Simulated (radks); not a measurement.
Task: Os9+, 67 electrons, occupied as [Kr] 4d10 4f14 5s2 5p5. Method: Dirac Kohn-Sham, PBE, spin-unpolarised, spherical densities, finite nucleus; open shells fill j = l - 1/2 first; Fermi nuclear charge, rms radius 5.4126 fm; computed with a radial shooting solver on a logarithmic mesh with Libxc functionals. Some entries of the table are withheld. Estimate them.

orbital,occ.,eigenvalue (Ry),<1/r> (bohr^-1)
1s1/2,2,-5430.057,90.41
2s1/2,2,(1),(2)
2p1/2,2,-913.8508,22.06
2p3/2,4,-801.3062,18.31
3s1/2,2,-229.9284,8.112
3p1/2,2,-212.0137,8.028
3p3/2,4,-187.4627,7.057
3d3/2,4,(3),6.953
3d5/2,6,(4),6.726
4s1/2,2,(5),3.419
4p1/2,2,-49.15771,(6)
4p3/2,4,-43.38754,(7)
4d3/2,4,(8),2.764
4d5/2,6,(9),2.684
5s1/2,2,-16.62043,1.407
4f5/2,6,-14.23501,2.283
5p1/2,2,-14.14950,1.304
4f7/2,8,-14.02425,2.252
5p3/2,3,-13.07912,1.199
5d3/2,0,-9.43858,1.006
5d5/2,0,-9.28031,0.9864
6s1/2,0,-7.57473,0.7045

Result: 
(1) 2s1/2 eigenvalue (Ry): -953.7968
(2) 2s1/2 <1/r> (bohr^-1): 22.09
(3) 3d3/2 eigenvalue (Ry): -157.3906
(4) 3d5/2 eigenvalue (Ry): -152.0702
(5) 4s1/2 eigenvalue (Ry): -56.68800
(6) 4p1/2 <1/r> (bohr^-1): 3.309
(7) 4p3/2 <1/r> (bohr^-1): 2.972
(8) 4d3/2 eigenvalue (Ry): -31.01115
(9) 4d5/2 eigenvalue (Ry): -29.94033
